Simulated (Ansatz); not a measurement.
Input file for CH$_{9}$N$_{3}$Zr (`[CH3][Zr]([NH2])([NH2])[NH2]`):

```yaml
crystal:
  periodic: [false, false, false]
  atoms:
    - {symbol: C, position_ang: [-0.756627, -0.054197, 1.837391]}
    - {symbol: Zr, position_ang: [0.099189, 0.007068, -0.240954]}
    - {symbol: N, position_ang: [-0.716952, 1.603233, -1.212971]}
    - {symbol: N, position_ang: [-0.386762, -1.738935, -1.175820]}
    - {symbol: N, position_ang: [2.122479, 0.208662, -0.085102]}
    - {symbol: H, position_ang: [-0.230730, -0.778576, 2.471431]}
    - {symbol: H, position_ang: [-1.816076, -0.338518, 1.831449]}
    - {symbol: H, position_ang: [-0.686209, 0.921458, 2.333824]}
    - {symbol: H, position_ang: [-0.724751, 2.542313, -0.834748]}
    - {symbol: H, position_ang: [-1.219144, 1.608221, -2.089591]}
    - {symbol: H, position_ang: [-1.330122, -2.103545, -1.221686]}
    - {symbol: H, position_ang: [0.234828, -2.406863, -1.609622]}
    - {symbol: H, position_ang: [2.700667, -0.393069, 0.488128]}
    - {symbol: H, position_ang: [2.710220, 0.922736, -0.491730]}
basis:
  gaussian: {orbitals: def2-TZVPP}
correlation: {method: ccsd_t}
output: {orbitals: {seedname: orbitals}}
```

```sh
$ ansatz run in.yaml --threads 4 --pin off --events-out ev --progress --plain --max-ram 11315MiB
```

Log, shortened:

```
Functional definition: HF
1813 factors; integrals over basis functions are off by at most 1.2e-3 eV
mean field evaluation 1: about -6880.0684 eV, gradient 6.9e1 eV
mean field evaluation 2: about -6880.1748 eV, gradient 7.0e1 eV
mean field evaluation 4: about -6889.6975 eV, gradient 4.6e0 eV
mean field evaluation 8: about -6889.8028 eV, gradient 3.7e-1 eV
mean field evaluation 16: about -6889.8036 eV, gradient 1.4e-6 eV
mean field -6889.80361237 eV, -253.1956126778 hartree, gradient 1.4e-6 eV, S^2 0.000000; 0 other end points of the search recorded, 0 dependent functions left out
4 core orbitals not correlated: weight in the atoms' cores, before any rotation towards them, 1.000 or more for the frozen orbitals, at most 0.000 for the correlated occupied ones
reference -6889.80361237 eV, -253.1956126778 hartree; 20, 20 occupied and 282, 282 virtual orbitals, 1813 factors
second order -32.49610865 eV of doubles, -0.00000000 eV of singles
cycle   1  -32.43657890 eV  change    6.0e-2 eV  update   1.4e-1
cycle   2  -33.14581299 eV  change   -7.1e-1 eV  update   4.9e-2
cycle   3  -33.37431342 eV  change   -2.3e-1 eV  update   2.7e-2
cycle   4  -33.36259981 eV  change    1.2e-2 eV  update   8.5e-3
cycle   5  -33.35687911 eV  change    5.7e-3 eV  update   3.9e-3
cycle   6  -33.35845111 eV  change   -1.6e-3 eV  update   1.2e-3
cycle   7  -33.35805804 eV  change    3.9e-4 eV  update   5.4e-4
cycle   8  -33.35799444 eV  change    6.4e-5 eV  update   1.6e-4
cycle   9  -33.35807587 eV  change   -8.1e-5 eV  update   7.0e-5
cycle  10  -33.35805321 eV  change    2.3e-5 eV  update   2.3e-5
perturbative correction -1.41461052 eV, -0.0519859776 hartree
Total energy: -6924.57627609 eV, -254.4734845000 hartree
```

It took 24 min on 4 threads of an Arm Neoverse V2 on a shared host, with 4.9 GiB of host memory at the peak.

Correlation energy per correlated electron: -0.869 eV. T1 diagnostic: 0.0153.
